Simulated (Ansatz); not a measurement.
System: sum formula Si2NH6Cl2 (charge +1, singlet). It need not be the lowest isomer of its formula. 
Geometry from a B3LYP-D3(BJ)/def2-TZVP (Ansatz, a quantum-chemistry and plane-wave program) optimisation:
```
N
H 1 1.0243
H 1 1.0244 2 105.28
Si 1 1.8634 2 107.78 3 115.90
H 4 1.4609 1 105.62 2 -70.76
Si 1 1.8957 2 108.54 3 -115.46
H 6 1.4656 1 103.92 2 -86.20
H 6 1.4657 7 115.20 1 112.17
H 6 1.4684 7 114.66 8 136.41
Cl 4 2.0088 5 113.61 1 -113.26
Cl 4 2.0110 5 113.35 1 113.57
```
Charge +1, spin multiplicity 1.

Basis-set convergence of Hartree-Fock and CCSD correlation energies (hartree) with Ansatz. Valence correlation only, unless marked. Spin-orbit coupling is left out. Non-relativistic.

```csv
basis,functions,E(HF),"E(corr, CCSD)"
cc-pV(D+d)Z,136,-1554.74021,-0.70810
cc-pV(T+d)Z,270,-1554.82461,-0.89720
cc-pV(Q+d)Z,491,-1554.84345,-0.96132
```

Extrapolating the two largest sets (X = 3 and 4) as X^-3: E(corr) = (64·(-0.96132) - 27·(-0.89720))/37 = -1.0081 Eh, an estimate of the basis-set limit. The largest set recovers 95.4 % of it, the smallest 70.2 %.
